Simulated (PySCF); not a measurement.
First SCF of a structure search on singlet RuN₃⁻, at a hand-made side-on plus terminal geometry. PySCF input:

```python
from pyscf import gto, scf, dft
mol = gto.M(atom='''
Ru     0.000000     0.000000     0.000000
N      0.600000     0.000000     1.927600
N     -0.600000     0.000000     1.927600
N      0.000000     0.000000    -1.877500''',
    basis={'Ru': 'def2-SVPD', 'N': 'def2-SVPD'},
    ecp={'Ru': 'def2-SVPD'},
    charge=-1, spin=0)
mf = dft.RKS(mol, xc='PBE0')
mf.grids.atom_grid = (50, 194)
aux = {'Ru': 'def2-universal-JKFIT', 'N': 'def2-universal-JKFIT'}
mf = mf.density_fit(auxbasis=aux)
mf.conv_tol = 1e-08
mf.diis_space = 10
mf.max_cycle = 60
mf.init_guess = 'minao'
mf.verbose = 4
mf.kernel()
```

Excerpt of the output (cycles and frontier levels):

```
init E= -249.478064406386
  HOMO = -0.480176519953313  LUMO = -0.476007133564877  gap/eV = 0.11345
cycle= 1 E= -257.732172273681  delta_E= -8.25  |g|= 1.94  |ddm|= 3.55
  HOMO = 0.216496204516726  LUMO = 0.2261769214547  gap/eV = 0.26343
cycle= 2 E= -248.903315004754  delta_E= 8.83  |g|= 4.65  |ddm|= 17.8
  HOMO = 0.0319029994888513  LUMO = 0.054558730011566  gap/eV = 0.61649
cycle= 3 E= -258.421131388631  delta_E= -9.52  |g|= 1.11  |ddm|= 17.6
  HOMO = -0.0847440638454273  LUMO = -0.0129203394155741  gap/eV = 1.95442
cycle= 4 E= -258.533473391027  delta_E= -0.112  |g|= 0.923  |ddm|= 1.28
  HOMO = -0.0304360926988014  LUMO = 0.0357745217095804  gap/eV = 1.80168
cycle= 5 E= -258.652731898049  delta_E= -0.119  |g|= 0.549  |ddm|= 0.706
  HOMO = 0.00381808009038487  LUMO = 0.0647467878400114  gap/eV = 1.65795
cycle= 6 E= -258.595881394544  delta_E= 0.0569  |g|= 0.793  |ddm|= 0.807
  HOMO = -0.0043188276771513  LUMO = 0.0583469794572036  gap/eV = 1.70522
... 10 lines left out ...
cycle= 12 E= -258.731371643841  delta_E= -3.5e-06  |g|= 0.000638  |ddm|= 0.0097
  HOMO = 0.00153798024578933  LUMO = 0.0743907509686448  gap/eV = 1.98242
cycle= 13 E= -258.731371810273  delta_E= -1.66e-07  |g|= 0.000214  |ddm|= 0.00189
  HOMO = 0.00154533851949878  LUMO = 0.0743931833741307  gap/eV = 1.98229
cycle= 14 E= -258.731371823362  delta_E= -1.31e-08  |g|= 4.58e-05  |ddm|= 0.000354
  HOMO = 0.00154570910221352  LUMO = 0.0743913904880475  gap/eV = 1.98223
cycle= 15 E= -258.731371823995  delta_E= -6.33e-10  |g|= 8.02e-06  |ddm|= 9.04e-05
  HOMO = 0.00154519421757016  LUMO = 0.0743914756743429  gap/eV = 1.98225
Extra cycle  E= -258.731371823636  delta_E= 3.58e-10  |g|= 4.14e-05  |ddm|= 3.39e-05
converged SCF energy = -258.731371823636
```

No lower solution of this spin was found from smeared starts or by a stability analysis within the restricted form, which does not test spin polarisation.

At the minimum of this search the closed-shell solution is unstable towards spin polarisation, so a lower open-shell solution exists.

The search for the lowest solution, 3 starts and the stability check together, took 8.7 s on 2 threads of a shared Arm Neoverse V1 host, with 94 basis functions; the process peaked at 0.45 GiB.
